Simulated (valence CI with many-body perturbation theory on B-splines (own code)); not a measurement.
Results of a calculation; reference values are marked as such.
## A CI+MBPT run for Ca13+

The program does CI of the valence electrons with many-body perturbation theory for a frozen closed Dirac-Fock core.

Command, and the settings that its task file holds:

```sh
python run_cv.py task.json out
```

```
atom Ca  Z=20  mass_number=40  rms_radius_fm=3.4776
core [He]
valence 2s2 2p4
avg = 1
basis = S
breit = 1
cap = 10000
capref = 1200
cscale = 1
de = 0.0
dress = 0
eps = 2e-08
extrap = 1
h = 0.27
hh = 1
l2 = 3
lcore = 6
maxit = 60
n2 = 5
natural = 1
nlev = 21
nno = [3, 3, 3, 2, 1]
nroot = 26
nsp = [3, 3, 2, 1, 0]
pt2 = 1
qed = 1
rpa = 1
s1 = 1
s2 = 1
s3 = 1
screen = 1
tol = 2e-05
whole = 1
```

(1) What became of the run, and why?

## Answers

(1) It gave no result: the electrons of core and valence do not add up to the charge. The program said: "core and valence hold 8 electrons, the ion has 7".
